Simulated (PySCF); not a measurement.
Compound: InMe2(SiH3), C2H9InSi.
Bonds: In1–C2, In1–C6, In1–Si10. Hydrogens: H3, H4, H5 on C2; H7, H8, H9 on C6; H11, H12, H13 on Si10.

Level of theory: PBE0-D3(BJ)/def2-SVP geometry optimisation, gas phase, def2 core potentials past Kr in PySCF 2.14.0.

Give the optimised bond lengths and angles.

```csv
bond,length (pm)
"In1–C2, In1–C6",217.3
In1–Si10,259.7
C2–H3 and 5 like bonds,110.1
"Si10–H11, Si10–H12, Si10–H13",150.0
```

Bonds in one row agree within 1 pm and their mean is given. A selection of angles:
```csv
angle,degrees
C2–In1–C6,118.2
C2–In1–Si10,121.6
C6–In1–Si10,120.1
In1–C2–H3,108.9
In1–C2–H4,111.0
H3–C2–H4,108.1
H4–C2–H5,109.4
In1–C6–H9,112.5
In1–Si10–H11,114.0
In1–Si10–H12,110.0
In1–Si10–H13,111.6
H11–Si10–H12,106.9
```

The 4 heavy atoms lie in one plane (0.000 Å rms). Si10 (silicon bonded to In and 3 H) is distorted tetrahedral (angles from 106.6° to 114.0°). In1 (indium bonded to 2 C and Si) is planar (angles 121.6°, 120.1° and 118.2°, sum 360.0°, 0.00 Å off the plane of its three neighbours).

Stationary, but not proved a minimum.
